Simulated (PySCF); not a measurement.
```xyz
4
charge 1 multiplicity 3, angstrom
W     0.0000    0.0074   -0.0089
H     0.0000    0.7701    1.4854
H     1.2935   -1.0559    0.0649
H    -1.2935   -1.0559    0.0649
```

Method: UPBE0 in PySCF with W def2-TZVP with ECP60, H def2-TZVP; scalar-relativistic core potentials, no spin–orbit coupling; density-fitted integrals.

This geometry of [WH3]+ is a stationary point at this level.

What is the point group?

Cs.

Is it a minimum?

Yes: all harmonic wavenumbers are real.

List the harmonic modes with their infrared intensities.


```
symmetry  ω (cm⁻¹)  IR (km/mol)     type
      a'       379         67.2     bend
      a'       532         14.8     bend
     a''       592         18.0     bend
      a'      2058         13.1  stretch
     a''      2092          9.3  stretch
      a'      2112          0.4  stretch
```

Other isomers or separated fragments may lie lower. Other spin states or occupations of the open shell can lie lower. Spin–orbit coupling, left out here, can matter for elements this heavy.
